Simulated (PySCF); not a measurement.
## NMR problem set

Theoretical values (PySCF 2.14.0 with density-fitted response routines): GFN2-xTB structure, B3LYP/pcJ-1 coupling constants (spin–dipole term left out of most H,H and C,H couplings), PBE0/pcSseg-1 with gauge-including orbitals. Relativity neglected, averaged over atoms made equivalent by symmetry, fast rotation or ring inversion, no solvent, one computed conformer.

Scale: TMS for ¹H and ¹³C (reference shieldings calculated alike). Multiplet labels drop J under 1 Hz and among equivalent protons, and merge close values. Unscaled 3J(H,H) run several per cent high. Shifts are as computed. Against solution values, carbons near 30 ppm lie about +3 ppm off and those near 130 ppm about +5 ppm. Of 1211 compounds with measured shifts, 218 miss one by over three times the rms of a fit or turn the order of signals round; such compounds aren't used in these exercises.

**Question.** C4H4N2O. ¹H NMR (400 MHz, computed): δ 8.20 (s, 1H), 7.24 (dd, J = 19.0, 12.7 Hz, 1H), 6.64 (d, J = 19.0 Hz, 1H), 6.06 (d, J = 12.7 Hz, 1H). ¹³C{¹H} NMR (computed): δ 171.6 (C), 157.4 (CH), 130.5 (CH2), 130.4 (CH). Identify the compound.

**Answer.** SMILES C=Cc1nnco1. Rings plus π bonds: 4 (1 ring in the answer). 4 carbon signals for 4 carbons: no two carbons are equivalent. Carbon types of the structure: 1 × C, 2 × CH, 1 × CH2, which accounts for all hydrogens. δC 171.6: substituted aromatic carbon next to the ring oxygen. δC 157.4: aromatic CH between two ring heteroatoms. δC 130.5: terminal =CH2 carbon; the olefinic region. δC 130.4: alkene CH; the olefinic region. The protons at 6.64 and 7.24 share a coupling of 19.0 Hz (vicinal, trans across C=C). The protons at 6.06 and 7.24 share a coupling of 12.7 Hz (vicinal, cis across C=C).

The data come from this structure; uniqueness wasn't tested.

**Question.** C5H5NO. ¹H NMR (600 MHz, computed): δ 7.85 (d, J = 17.8 Hz, 1H), 7.48 (dd, J = 2.4, 1.5 Hz, 1H), 7.38 (d, J = 1.5 Hz, 1H), 7.32 (d, J = 17.8 Hz, 1H), 6.87 (d, J = 2.4 Hz, 1H). ¹³C{¹H} NMR (computed): δ 153.1, 148.3, 148.2, 130.3, 118.8. Identify the compound.

**Answer.** SMILES C=Nc1ccoc1. The formula gives 4 degrees of unsaturation (1 ring in the answer). 5 carbon signals for 5 carbons: no two carbons are equivalent. Carbon types of the structure: 1 × C, 3 × CH, 1 × CH2, which accounts for all hydrogens. δC 153.1: C=N carbon. δC 148.3: aromatic carbon bearing nitrogen; σ withdrawal by the attached heteroatom moves it downfield of the ring CH carbons. δC 148.2, 130.3: aromatic CH next to the ring oxygen. δC 118.8: aromatic CH. The protons at 7.32 and 7.85 share a coupling of 17.8 Hz (geminal).

This is the structure that produced the data.
